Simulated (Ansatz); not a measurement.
Two structures, one formula

The two ends of one reaction step of C2H8Ge, closed shell (PBE0-D4/def2-TZVP).

A:

| atom | x (Å) | y (Å) | z (Å) |
| --- | --- | --- | --- |
| Ge1 | -0.9852 | -0.4124 | 0.5155 |
| H2 | -0.0789 | -2.2905 | -0.3509 |
| H3 | 0.5042 | -1.8909 | -0.6290 |
| C4 | 0.7149 | 0.2020 | 1.3756 |
| C5 | -0.8050 | 0.6451 | -1.1747 |
| H6 | 0.4716 | 1.1765 | 1.8188 |
| H7 | 1.5454 | 0.3572 | 0.6845 |
| H8 | 1.0268 | -0.4531 | 2.1906 |
| H9 | -1.4521 | 0.2696 | -1.9690 |
| H10 | -1.1591 | 1.6520 | -0.9176 |
| H11 | 0.2175 | 0.7444 | -1.5437 |

B:

Ge1  (-0.087, -0.755, -0.079)
H2  (-1.257, -1.598, 0.472)
H3  (0.876, -1.708, -0.819)
C4  (0.853, 0.108, 1.401)
C5  (-0.774, 0.583, -1.329)
H6  (0.178, 0.775, 1.941)
H7  (1.692, 0.696, 1.025)
H8  (1.237, -0.635, 2.101)
H9  (-1.299, 0.104, -2.156)
H10  (-1.467, 1.254, -0.820)
H11  (0.047, 1.176, -1.736)
(Å)

Ansatz 0.2.0; basis: def2-TZVPP; cores frozen in the correlated methods. Filled d shells of the heavier atoms are correlated. The def2 sets are not built for correlating such inner shells, so the correlated values are less sure here. B3LYP uses VWN-RPA correlation.

Task: Which structure is lower at CCSD(T), and by how much? (Judge from chemistry; the value comes from the calculation.)

Result: The calculation gives: B, by 1.905 eV (electronic energy, against the other). By their contacts, A is a complex of C₂H₆Ge ([CH3][Ge][CH3]) + H₂ and B is C₂H₈Ge ([CH3][GeH2][CH3]).

All methods give the same order:

```csv
method,E(B) − E(A) (eV)
SPW92,-1.850
PBE-D4,-1.643
BLYP-D4,-1.455
r2SCAN-D4,-1.845
B97M-V,-1.962
PBE0-D4,-1.830
B3LYP-D4,-1.639
r2SCAN0-D4,-1.930
BHLYP-D4,-1.837
CAM-B3LYP-D4,-1.810
wB97X-V,-1.908
wB97M-V,-1.738
B2PLYP,-1.793
PBE-QIDH,-2.010
RPA on PBE,-1.851
HF,-2.020
MP2,-1.954
CCSD,-1.937
CCSD(T),-1.905
```

T1 diagnostic: at most 0.011.

Labels in which every atom is bracketed show which atoms are joined, not bond orders.

For scale, one of the runs: CCSD(T)/def2-TZVPP, 222 basis functions (an equivalent command: `ansatz run in.yaml --threads 4`). The run took 90 s on 4 CPU threads (shared host), with 3.5 GiB of host memory at its peak.
